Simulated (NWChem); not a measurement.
System: C$_{2}$H$_{5}$FOSi; SMILES C=C[Si@@H](O)F

```xyz
10

C     -0.0170    -2.1955     0.3064
C     -0.7268    -1.1792    -0.2000
Si    -0.0112     0.5211    -0.4036
O     -0.8495     1.6662     0.4414
F      1.5157     0.4196     0.1529
H      1.0261    -2.0636     0.6139
H     -0.4408    -3.1981     0.4342
H     -1.7680    -1.3629    -0.4974
H      0.0383     1.0164    -1.7974
H     -1.0803     1.4547     1.3511
```
Atoms are numbered in this order, from 1.

Computed with NWChem. Pople sets run with spherical d functions. Structure relaxed at the PBE0/def2-SVP level.

Task: Order these by “orbital gap (eV)”, lowest first: TPSS/6-311G**; TPSS/6-311++G**; TPSS/3-21G; TPSS/STO-3G.

Result: TPSS/STO-3G (4.92), TPSS/6-311++G** (5.48), TPSS/6-311G** (5.58), TPSS/3-21G (5.78)
